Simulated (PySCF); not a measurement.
Cartesian coordinates in Å; atom numbers follow the order of the lines, from 1:
```xyz
13

Si    0.561    0.586    0.236
H     0.794    0.513    1.714
H     1.926    0.660   -0.398
C    -0.385    2.132   -0.241
H     0.172    3.026    0.080
H    -1.379    2.156    0.230
H    -0.515    2.198   -1.332
N    -0.372   -0.806   -0.210
C    -0.034   -2.158    0.159
H    -0.910   -0.741   -1.068
H     0.681   -2.655   -0.527
H     0.425   -2.167    1.161
H    -0.933   -2.796    0.218
```

PySCF 2.14 calculation with PBE0-D3(BJ)/def2-SVP structure and shielding tensors at PBE0/pcSseg-1 (GIAO); no solvent, no relativistic terms, one conformer, rapidly exchanging positions averaged.

References, each an isolated molecule treated in the same way: TMS for 13C (184.41 ppm), 1H (31.27 ppm), 29Si (351.99 ppm); NH3 for 15N (265.67 ppm).

| atoms | nucleus | count | δ (ppm) |
| --- | --- | --- | --- |
| C4 | 13C | 1 | ? |
| H10 | 1H | 1 | -0.78 |
| H2/H3 | 1H | 2 | 4.69 |
| C9 | 13C | 1 | 32.2 |
| N8 | 15N | 1 | 14.1 |
| H11/H12/H13 | 1H | 3 | 2.66 |
| Si1 | 29Si | 1 | ? |
| H5/H6/H7 | 1H | 3 | 0.21 |

**Question.** Fill in the missing shifts.

**Answer.** 
- C4: -4.9 ppm, carbon bonded to Si, 3 H
- Si1: -27.0 ppm, silicon bonded to C, N, 2 H

OH and NH positions are those of a molecule without intermolecular hydrogen bonds; in solution they move with solvent, concentration and temperature, and exchange usually removes their couplings. Shifts are as computed. Against solution values, carbons near 30 ppm lie about +2 ppm off and those near 130 ppm about +5 ppm. Of 1211 compounds with measured shifts, 218 miss one by over three times the rms of a fit or turn the order of signals round; such compounds aren't used in these exercises. Experimental scales use liquid or dissolved standards, which lie at an offset from isolated NH3 (liquid NH3: subtract about 20 ppm).
